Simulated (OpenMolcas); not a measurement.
# Se⁴⁺: effect of the basis set

| Quantity | Value |
| --- | --- |
| Program | OpenMolcas 26.06 |
| Method | CASSCF |
| Active space | 2 electrons in 8 orbitals (4s 4p 5s 5p) |
| State averaging | 2S+1 = 3 even, 3 roots; 2S+1 = 1 even, 7 roots; 2S+1 = 3 odd, 3 roots; 2S+1 = 1 odd, 3 roots |
| Spin-orbit coupling | state interaction with AMFI integrals over the reference wave functions, term energies averaged over their components |

A. ANO-RCC-VTZP [6s5p3d1f], DKH2, point nucleus; cost roughly 17 core-seconds
B. ANO-RCC-VQZP [7s6p4d2f1g], DKH2, point nucleus; cost roughly 16 core-seconds
C. ANO-R2 [6s6p4d3f1g], X2C, finite nucleus; cost about 17 core-seconds
D. ANO-RCC [9s8p6d4f2g], DKH2, point nucleus; cost of the order of 30 core-seconds

Energies in cm⁻¹ above 4s² ¹S₀, the measured ground level; measured values from the list in Rauch et al., Astron. Astrophys. 606, A105 (2017).

```json
{"Level": "4s² ¹S₀", "A": "0.0", "B": "0.0", "C": "0.0", "D": "0.0", "Measured": "0.0"}
{"Level": "4s 4p ³P°₀", "A": "87557", "B": "87574", "C": "87055", "D": "87538", "Measured": "89749"}
{"Level": "4s 4p ³P°₁", "A": "89017", "B": "89015", "C": "88475", "D": "88993", "Measured": "91350"}
{"Level": "4s 4p ³P°₂", "A": "92173", "B": "92126", "C": "91548", "D": "92142", "Measured": "94960"}
{"Level": "4s 4p ¹P°₁", "A": "141919", "B": "141809", "C": "140706", "D": "141799", "Measured": "131733"}
{"Level": "4p² ³P₀", "A": "210898", "B": "210896", "C": "209383", "D": "210870", "Measured": "211794"}
{"Level": "4p² ³P₁", "A": "212752", "B": "212717", "C": "211199", "D": "212729", "Measured": "214091"}
{"Level": "4p² ³P₂", "A": "215403", "B": "215330", "C": "213787", "D": "215374", "Measured": "218615"}
```

Deviations, from unrounded energies. A percentage is the sum of absolute deviations over the sum of measured energies, with the sign that they share, or ± where signs differ.

```
           Against measurement  Levels     A     B     C     D
mean absolute deviation (cm-1)       7  3300  3300  4000  3300
      other configurations (%)       7  ±2.2  ±2.2  ±2.7  ±2.2
```

A, B, D lie about equally close to measurement and C furthest from it. The largest miss of A in the table is 4s 4p ¹P°₁, by +10000 cm-1. The ranking rests on the paired levels alone, and a cruder setting can come out closer through cancelling errors.

Among A to D the level of the table that moves most is 4p² ³P₂, by 1600 cm-1 (lowest in C, highest in A).

Active for correlation alone: 5p 5s; no level in the range computed is led by a configuration that fills them, so any true level of that kind is missing. The ¹D term of p² mixes with s d, which this space lacks. Measured partners are found by configuration, term and J. A level has none where our copy of the source lacks it or the pairing is in doubt (some pairs that miss far off the trend of their configuration count as doubtful), and it then counts in no deviation. Only configurations of the active space appear. Levels that lie high or do not pair safely by name in every column are left out.

° marks odd parity.
